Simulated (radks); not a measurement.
All-electron atom: Ag3+ in [Ar] 3d10 4s1 4p6 4d9 (not the ground configuration).

Calculated with a radial shooting solver on a logarithmic mesh with Libxc functionals: Dirac Kohn-Sham, exchange-only PBE, spin-unpolarised, spherical densities, finite nucleus; open shells fill j = l - 1/2 first; Fermi nuclear charge, rms radius 4.5454 fm.

Energy parts (hartree):
| part | energy |
|---|---|
| total | -5309.03801 |
| kinetic | 5557.82892 |
| electron-nucleus | -12813.51542 |
| Hartree | 2092.25366 |
| exchange | -145.60516 |

Orbitals (lengths in bohr, moments of r in powers of bohr; <r^-3> diverges for s and p1/2):
orbital	occ.	eigenvalue (hartree)	<r^-3>	<r^2>
1s1/2	2	-931.9218	-	0.001308
2s1/2	2	-138.4886	-	0.02140
2p1/2	2	-128.8158	-	0.01599
2p3/2	4	-122.3704	3496	0.01732
3s1/2	2	-26.63301	-	0.1553
3p1/2	2	-22.78436	-	0.1507
3p3/2	4	-21.64646	627.6	0.1597
3d3/2	4	-14.83049	96.44	0.1407
3d5/2	6	-14.60126	90.78	0.1434
4s1/2	1	-4.93356	-	0.9210
4p1/2	2	-3.70675	-	1.057
4p3/2	4	-3.51170	107.7	1.121
4d3/2	4	-1.62248	10.93	1.790
4d5/2	5	-1.59714	10.20	1.830

The highest occupied level is 4d5/2 at -43.460 eV. The electron density at the nucleus is 1.455e+05 e/bohr^3.
